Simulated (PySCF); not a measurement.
Compound: C6H9N3.
Z-matrix (Å and degrees, PBE0-D3(BJ)/def2-SVP geometry), rows numbered from 1:
```
C 
C   1  1.5251
C   2  1.4985  1  112.10
C   3  1.3871  2  123.87  1  -115.36
C   4  1.3930  3  116.30  2   179.11
C   5  1.4933  4  122.98  3  -179.79
N   5  1.3384  4  120.17  3     0.07
N   7  1.3094  5  120.72  4    -0.08
N   8  1.3028  7  121.82  5    -0.04
H   1  1.1008  2  111.25  3    63.26
H   1  1.0994  2  109.98  3   -56.40
H   1  1.0997  2  110.89  3  -176.43
H   2  1.1009  1  111.00  3  -122.73
H   2  1.1024  1  109.35  3   119.12
H   4  1.0932  3  121.76  2    -0.95
H   6  1.1012  5  110.72  4    62.24
H   6  1.1008  5  110.96  4   -56.92
H   6  1.0968  5  109.38  4  -177.61
```

Linear response at CAM-B3LYP/def2-SVPD (PySCF, frozen core in the response, non-relativistic).

Static isotropic polarisability: 90.80 au (13.45 Å³), principal values 64.6, 90.3, 117.5 au.

Question: What is the polarisability at 1064 nm and at the sodium D line?

Answer: 91.67 au at 1064 nm (+1.0 %), 93.80 au at 589.3 nm (+3.3 %). The rise at 589.3 nm is 3.43 times that at 1064 nm; a pure ω² law gives 3.26. The lowest singlet lies at 338 nm, shorter than both wavelengths.

Question: What is the isotropic C6 coefficient between two such molecules, C6 = (3/π)∫α(iω)² dω?

Answer: 3407 au (Eh·bohr⁶) by a ten-point quadrature over imaginary frequencies, which is 2040 eV·Å⁶ or 196 J·nm⁶/mol.

Question: Which effective excitation energy ω̄ makes London's formula C6 = (3/4)α²ω̄ exact here?

Answer: ω̄ = 4·C6/(3α²) = 0.551 Eh = 15.0 eV. A one-pole form α(ω) = α/(1 − ω²/ω̄²) fitted to the 1064 nm value gives 11.9 eV. London's choice of the ionisation energy (9.18 eV, ΔSCF at the same level) gives C6 = 2090 au, 39 % too low.

Question: What molar refraction at the D line follows from R = (4π/3)·N_A·α′, with α′ the polarisability volume?

Answer: α′ = 13.90 Å³ gives R = 35.06 cm³/mol, for isolated, non-vibrating species.

Question: How many electrons N does the Slater–Kirkwood formula C6 = (3/4)·√N·α^(3/2) need to give this C6?

Answer: N = (4·C6/3)²/α³ = 27.6; the species has 66 electrons in all.

Question: The lowest 10 singlets have (eV, f): 3.67, 0.005; 4.28, 0.000; 4.30, 0.000; 4.79, 0.005; 5.83, 0.000; 6.44, 0.011; 7.15, 0.001; 7.17, 0.632; 7.26, 0.017; 7.28, 0.317. What share of the static polarisability do they carry in the sum over states α = Σ f/ω²?

Answer: 14.46 au, 15.9 % of α; the largest term, 9.10 au, is that of the state at 7.17 eV. Their oscillator strengths add up to 0.99. Higher states carry the rest.

One conformer stands for the species.
